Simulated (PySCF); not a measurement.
## A series of derivatives of [SiH3][Si]1([SiH3])[SiH2]CS1

Parent skeleton `[SiH3:1][Si:2]1([SiH3:3])[SiH2:4][CH2:5][S:6]1`; one hydrogen on atom 1 is replaced by X. Hydrogens on one atom are averaged.

Level of theory: geometry from GFN2-xTB, GIAO PBE0/pcSseg-1 shieldings, in PySCF 2.14 (single conformer, no solvent model, rapidly exchanging positions averaged, non-relativistic).

Shifts are taken against calculated references (same method and geometry level): 29Si (349.16 ppm) and 13C (186.93 ppm) and 1H (31.72 ppm) against TMS; CS2 for 33S (503.73 ppm).

Parent (X = H): Si1 -105.9, Si2 -19.1, Si3 -105.9, Si4 -39.3, C5 14.5, S6 -163.9, H(Si1) 3.78, H(Si3) 3.78, H(Si4) 5.12 ppm. Effects are Δδ = δ(X) − δ(H), positive for deshielding.

Four derivatives gave (Δδ, ppm):
```tsv
compound	Si1	Si2	Si3	Si4	C5	S6	H(Si1)	H(Si3)	H(Si4)
1	+45.5	-1.9	+9.4	+3.4	+1.9	+0.4	+1.41	+0.19	+0.06
2	+41.6	+4.1	+2.5	+6.0	+2.2	-9.5	+0.64	+0.07	+0.06
3	+60.1	-3.9	+0.6	-4.9	+0.6	-26.8	+1.56	+0.10	-0.05
4	+85.7	-1.5	+1.9	+1.2	+0.9	-14.7	+1.95	+0.12	+0.06
```

Task: Their substituents are CH2F, NH2, OH, SH. Which is which?

Result: 1: X = SH ([SiH3][Si@@]1([SiH2]S)[SiH2]CS1); 2: X = CH2F (FC[SiH2][Si@@]1([SiH3])[SiH2]CS1); 3: X = NH2 (N[SiH2][Si@@]1([SiH3])[SiH2]CS1); 4: X = OH (O[SiH2][Si@]1([SiH3])[SiH2]CS1).
